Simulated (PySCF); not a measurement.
PySCF input for C₂H₇Al, SMILES [AlH]([CH3])[CH3], ωB97X-D3(BJ)/def2-SVP. 

```python
import numpy as np
from pyscf import gto, scf, dft
from pyscf.geomopt import geometric_solver

mol = gto.M(
    atom='''
    Al    0.36469312   -0.09971467   -0.28256264
    C    -0.56343797   -1.66591110    0.52037108
    H    -0.22067025   -2.60255262    0.06373100
    H    -1.65199833   -1.63477689    0.39416218
    H    -0.38909362   -1.76646014    1.59798432
    C    -0.04672255    1.83281206   -0.04672754
    H     0.72590558    2.45742447   -0.51280146
    H    -0.10438713    2.13752476    1.00503840
    H    -1.00027866    2.13153792   -0.49841345
    H     1.56047494   -0.42781258   -1.21824784
    ''',
    basis='def2-SVP',
    charge=0,
    spin=0,
    max_memory=1600,
    verbose=3,
)
mf = dft.RKS(mol, xc='wb97x-d3bj').density_fit(auxbasis='def2-universal-jkfit')
mf.grids.level = 3
mf.conv_tol = 1e-9
mf.max_cycle = 100
mf.kernel()
grad = mf.nuc_grad_method()
grad.grid_response = mol.nao <= 150
conv, mol_eq = geometric_solver.kernel(grad, convergence_set='GAU_TIGHT', maxsteps=100)
print(mol_eq.tostring(format='xyz'))
mf.reset(mol_eq)
mf.kernel()
```

Log of the run:

```
converged SCF energy = -322.793735092669
[banner and settings of the optimiser left out]
Geometry optimization cycle 1
Cartesian coordinates (Angstrom)
 Atom        New coordinates             dX        dY        dZ
  Al   0.364693  -0.099715  -0.282563    0.000000  0.000000  0.000000
   C  -0.563438  -1.665911   0.520371    0.000000  0.000000  0.000000
   H  -0.220670  -2.602553   0.063731    0.000000  0.000000  0.000000
   H  -1.651998  -1.634777   0.394162    0.000000  0.000000  0.000000
   H  -0.389094  -1.766460   1.597984    0.000000  0.000000  0.000000
   C  -0.046723   1.832812  -0.046728    0.000000  0.000000  0.000000
   H   0.725906   2.457424  -0.512801    0.000000  0.000000  0.000000
   H  -0.104387   2.137525   1.005038    0.000000  0.000000  0.000000
   H  -1.000279   2.131538  -0.498413    0.000000  0.000000  0.000000
   H   1.560475  -0.427813  -1.218248    0.000000  0.000000  0.000000

WARN: Mole.unit (angstrom) is changed to Bohr

converged SCF energy = -322.793735092674
--------------- DFRKS_Scanner gradients ---------------
         x                y                z
0 Al     0.0094615861    -0.0025333353    -0.0071114485
1 C    -0.0025418313    -0.0085559576     0.0043573348
2 H    -0.0027151195     0.0023406250     0.0027968757
3 H     0.0055358370    -0.0016892596     0.0004162998
4 H    -0.0014906937    -0.0013196115    -0.0058676725
5 C    -0.0018122260     0.0094778528    -0.0007274375
6 H    -0.0035186810    -0.0004156055     0.0022886790
7 H     0.0009436314    -0.0001682333    -0.0056033455
8 H     0.0054542793     0.0003228795     0.0022873398
9 H    -0.0093167897     0.0025406366     0.0071633731
----------------------------------------------
cycle 1: E = -322.793735093  dE = -322.794  norm(grad) = 0.0257159
Step    0 : Gradient = 8.132e-03/1.210e-02 (rms/max) Energy = -322.7937350927
Hessian Eigenvalues: 2.30000e-02 2.30000e-02 2.52018e-02 ... 3.40683e-01 3.40952e-01 3.41006e-01

Geometry optimization cycle 2
[...]
4 H    -0.0000115112     0.0000051805    -0.0000059877
5 C     0.0000201337     0.0000021710     0.0000226871
6 H    -0.0000030848     0.0000065710    -0.0000110854
7 H    -0.0000088125    -0.0000095467    -0.0000025046
8 H    -0.0000014884     0.0000108312    -0.0000128773
9 H    -0.0000051314     0.0000000072     0.0000014421
----------------------------------------------
cycle 43: E = -322.796428986  dE = -7.26479e-08  norm(grad) = 4.60237e-05
Step   42 : Displace = 3.725e-03/6.107e-03 (rms/max) Trust = 3.747e-03 (-) Grad = 1.455e-05/3.041e-05 (rms/max) E (change) = -322.7964289857 (-7.265e-08) Quality = 1.038
Hessian Eigenvalues: 6.34902e-05 1.17428e-03 2.13107e-03 ... 3.42121e-01 3.46013e-01 4.23979e-01

Geometry optimization cycle 44
Cartesian coordinates (Angstrom)
 Atom        New coordinates             dX        dY        dZ
  Al   0.397487  -0.115938  -0.316637   -0.000008 -0.000103 -0.000013
   C  -0.493660  -1.581413   0.630570    0.000049  0.000125  0.000396
   H  -0.918518  -2.309327  -0.084160   -0.000179  0.000066  0.000587
   H  -1.309777  -1.247289   1.291792    0.000164  0.000335  0.000441
   H   0.226557  -2.150073   1.245894    0.000086  0.000139  0.000375
   C  -0.139686   1.759481  -0.134089   -0.000085 -0.000094 -0.000439
   H   0.697136   2.372620   0.246557   -0.000013 -0.000109 -0.000556
   H  -0.997701   1.908433   0.541592   -0.000012  0.000117 -0.000398
   H  -0.405898   2.191098  -1.115769   -0.000092 -0.000262 -0.000496
   H   1.617330  -0.466388  -1.282916    0.000063 -0.000246  0.000117
converged SCF energy = -322.796428992996
--------------- DFRKS_Scanner gradients ---------------
         x                y                z
0 Al    -0.0000017926    -0.0000034798     0.0000040385
1 C    -0.0000022943    -0.0000032563     0.0000009837
2 H     0.0000035045    -0.0000009470    -0.0000010180
3 H     0.0000064402    -0.0000007733     0.0000015146
4 H    -0.0000068788     0.0000025648    -0.0000036197
5 C     0.0000113504     0.0000012105     0.0000113702
6 H    -0.0000015637     0.0000035754    -0.0000062745
7 H    -0.0000050859    -0.0000056532    -0.0000011815
8 H    -0.0000010241     0.0000065741    -0.0000068299
9 H    -0.0000026580     0.0000001703     0.0000010190
----------------------------------------------
cycle 44: E = -322.796428993  dE = -7.28267e-09  norm(grad) = 2.54262e-05
Step   43 : Displace = 1.245e-04/1.982e-04 (rms/max) Trust = 5.299e-03 (+) Grad = 8.040e-06/1.611e-05 (rms/max) E (change) = -322.7964289930 (-7.283e-09) Quality = 1.565
Hessian Eigenvalues: 6.72689e-05 1.19327e-03 2.11096e-03 ... 3.41755e-01 3.46009e-01 3.50073e-01

Geometry optimization cycle 45
Cartesian coordinates (Angstrom)
 Atom        New coordinates             dX        dY        dZ
  Al   0.397382  -0.115756  -0.316908   -0.000105  0.000183 -0.000270
   C  -0.493697  -1.581660   0.629697   -0.000038 -0.000247 -0.000873
   H  -0.917901  -2.309752  -0.085237    0.000617 -0.000425 -0.001077
   H  -1.310320  -1.247857   1.290469   -0.000543 -0.000568 -0.001323
   H   0.226443  -2.150016   1.245421   -0.000114  0.000058 -0.000474
   C  -0.139700   1.759559  -0.133210   -0.000014  0.000079  0.000879
   H   0.697305   2.372220   0.247830    0.000169 -0.000399  0.001273
   H  -0.997583   1.908306   0.542675    0.000118 -0.000127  0.001084
   H  -0.405874   2.191868  -1.114573    0.000024  0.000770  0.001196
   H   1.617267  -0.465647  -1.283355   -0.000063  0.000741 -0.000439
converged SCF energy = -322.796428995864
--------------- DFRKS_Scanner gradients ---------------
         x                y                z
0 Al    -0.0000001715     0.0000003265     0.0000001724
1 C     0.0000004041     0.0000014834     0.0000002020
2 H    -0.0000008091     0.0000005074     0.0000004305
3 H    -0.0000007399    -0.0000003181    -0.0000007158
4 H     0.0000009074    -0.0000009762    -0.0000007557
5 C    -0.0000018795    -0.0000010167    -0.0000030328
6 H     0.0000006573    -0.0000004214     0.0000018516
7 H     0.0000006258     0.0000012409     0.0000011365
8 H    -0.0000003273    -0.0000009080     0.0000007614
9 H     0.0000013420     0.0000000941    -0.0000000514
----------------------------------------------
cycle 45: E = -322.796428996  dE = -2.86741e-09  norm(grad) = 5.61473e-06
Step   44 : Displace = 4.923e-04/8.232e-04 (rms/max) Trust = 7.493e-03 (+) Grad = 1.776e-06/3.710e-06 (rms/max) E (change) = -322.7964289959 (-2.867e-09) Quality = 0.682
Hessian Eigenvalues: 1.10121e-04 1.05163e-03 1.74699e-03 ... 3.41973e-01 3.46027e-01 3.48286e-01

Geometry optimization cycle 46
Cartesian coordinates (Angstrom)
 Atom        New coordinates             dX        dY        dZ
  Al   0.397332  -0.116472  -0.316708   -0.000050 -0.000717  0.000200
   C  -0.493493  -1.580771   0.632618    0.000204  0.000889  0.002921
   H  -0.918820  -2.309469  -0.081039   -0.000920  0.000282  0.004198
   H  -1.309320  -1.245744   1.293756    0.001000  0.002113  0.003287
   H   0.226943  -2.148800   1.248292    0.000500  0.001216  0.002872
   C  -0.139890   1.759109  -0.136216   -0.000190 -0.000450 -0.003006
   H   0.697047   2.372380   0.244001   -0.000258  0.000160 -0.003829
   H  -0.997880   1.908964   0.539286   -0.000297  0.000658 -0.003390
   H  -0.405872   2.189819  -1.118328    0.000002 -0.002049 -0.003754
   H   1.617084  -0.467958  -1.282748   -0.000182 -0.002311  0.000607
converged SCF energy = -322.796429001681
--------------- DFRKS_Scanner gradients ---------------
         x                y                z
0 Al     0.0000004005     0.0000019649    -0.0000009363
1 C     0.0000016738     0.0000029035     0.0000010558
2 H    -0.0000019269     0.0000005516     0.0000003220
3 H    -0.0000022766    -0.0000001723    -0.0000010330
4 H     0.0000024014    -0.0000019679    -0.0000002921
5 C    -0.0000053564    -0.0000016786    -0.0000063806
6 H     0.0000012146    -0.0000015540     0.0000034225
7 H     0.0000018613     0.0000028038     0.0000013667
8 H    -0.0000002536    -0.0000024835     0.0000025945
9 H     0.0000022515    -0.0000003396    -0.0000001188
----------------------------------------------
cycle 46: E = -322.796429002  dE = -5.81792e-09  norm(grad) = 1.2512e-05
Step   45 : Displace = 6.444e-04/1.029e-03 (rms/max) Trust = 7.493e-03 (=) Grad = 3.957e-06/8.498e-06 (rms/max) E (change) = -322.7964290017 (-5.818e-09) Quality = 1.436
Hessian Eigenvalues: 1.04629e-04 9.23578e-04 1.64751e-03 ... 3.41911e-01 3.46024e-01 3.49446e-01

Geometry optimization cycle 47
Cartesian coordinates (Angstrom)
 Atom        New coordinates             dX        dY        dZ
  Al   0.397255  -0.116750  -0.316676   -0.000077 -0.000278  0.000032
   C  -0.493431  -1.580440   0.633724    0.000062  0.000331  0.001107
   H  -0.918893  -2.309575  -0.079406   -0.000073 -0.000106  0.001633
   H  -1.309123  -1.244990   1.294814    0.000197  0.000754  0.001058
   H   0.227104  -2.148098   1.249620    0.000162  0.000702  0.001328
   C  -0.139911   1.758961  -0.137325   -0.000021 -0.000148 -0.001109
   H   0.696976   2.372449   0.242647   -0.000071  0.000069 -0.001354
   H  -0.997999   1.909199   0.537971   -0.000118  0.000235 -0.001315
   H  -0.405754   2.189119  -1.119720    0.000119 -0.000701 -0.001393
   H   1.616831  -0.468895  -1.282692   -0.000253 -0.000938  0.000056
converged SCF energy = -322.796429005765
--------------- DFRKS_Scanner gradients ---------------
         x                y                z
0 Al     0.0000001374     0.0000021659    -0.0000003572
1 C     0.0000009344     0.0000013004     0.0000005249
2 H    -0.0000012425    -0.0000005626    -0.0000003862
3 H    -0.0000008035     0.0000001845    -0.0000000890
4 H     0.0000009574    -0.0000013638    -0.0000004738
5 C    -0.0000013624    -0.0000008097    -0.0000018659
6 H     0.0000002413    -0.0000005965     0.0000010879
7 H     0.0000003927     0.0000010267     0.0000006086
8 H    -0.0000002760    -0.0000008305     0.0000006944
9 H     0.0000010088    -0.0000004976     0.0000002454
----------------------------------------------
cycle 47: E = -322.796429006  dE = -4.08335e-09  norm(grad) = 5.01189e-06
Step   46 : Displace = 1.581e-04/2.607e-04 (rms/max) Trust = 1.060e-02 (+) Grad = 1.585e-06/2.448e-06 (rms/max) E (change) = -322.7964290058 (-4.083e-09) Quality = 2.498
Eigenvalues below 1.0000e-05 (4.7888e-07) - returning guess
Hessian Eigenvalues: 2.30000e-02 2.30000e-02 2.52018e-02 ... 3.31492e-01 3.34362e-01 3.34369e-01

Geometry optimization cycle 48
Cartesian coordinates (Angstrom)
 Atom        New coordinates             dX        dY        dZ
  Al   0.397248  -0.116754  -0.316672   -0.000007 -0.000004  0.000004
   C  -0.493433  -1.580444   0.633733   -0.000002 -0.000004  0.000008
   H  -0.918877  -2.309590  -0.079396    0.000017 -0.000014  0.000010
   H  -1.309132  -1.244996   1.294813   -0.000009 -0.000006 -0.000001
   H   0.227100  -2.148084   1.249644   -0.000004  0.000014  0.000024
   C  -0.139905   1.758965  -0.137332    0.000006  0.000004 -0.000007
   H   0.696982   2.372457   0.242633    0.000005  0.000008 -0.000014
   H  -0.997996   1.909202   0.537959    0.000003  0.000003 -0.000012
   H  -0.405745   2.189120  -1.119731    0.000009  0.000001 -0.000010
   H   1.616816  -0.468900  -1.282693   -0.000015 -0.000005 -0.000001
converged SCF energy = -322.796429005925
--------------- DFRKS_Scanner gradients ---------------
         x                y                z
0 Al    -0.0000001135     0.0000007164    -0.0000000020
1 C     0.0000006256    -0.0000001054     0.0000000027
2 H    -0.0000006916     0.0000000144    -0.0000000214
3 H     0.0000001199     0.0000000982    -0.0000000813
4 H     0.0000000389    -0.0000005924    -0.0000006956
5 C    -0.0000007169    -0.0000001797    -0.0000006604
6 H     0.0000001522    -0.0000001601     0.0000002978
7 H     0.0000003044     0.0000002670     0.0000002894
8 H    -0.0000001017    -0.0000000576     0.0000001785
9 H     0.0000003794     0.0000000142     0.0000006834
----------------------------------------------
cycle 48: E = -322.796429006  dE = -1.60355e-10  norm(grad) = 2.07332e-06
Step   47 : Displace = 1.276e-05/2.071e-05 (rms/max) Trust = 1.499e-02 (+) Grad = 6.556e-07/9.911e-07 (rms/max) E (change) = -322.7964290059 (-1.604e-10) Quality = 1.644
Hessian Eigenvalues: 2.30000e-02 2.30000e-02 2.52018e-02 ... 3.31492e-01 3.34362e-01 3.34369e-01
Converged! =D

10
XYZ from PySCF
Al          0.39724790       -0.11675437       -0.31667159
C          -0.49343345       -1.58044372        0.63373251
H          -0.91887672       -2.30958955       -0.07939590
H          -1.30913196       -1.24499601        1.29481299
H           0.22710019       -2.14808366        1.24964370
C          -0.13990546        1.75896465       -0.13733239
H           0.69698186        2.37245714        0.24263310
H          -0.99799575        1.90920216        0.53795873
H          -0.40574469        2.18912034       -1.11973060
H           1.61681599       -0.46890003       -1.28269286
converged SCF energy = -322.796429005923
```

The calculation finished and met its thresholds.

Cost: about 6 core-minutes (a rough figure).
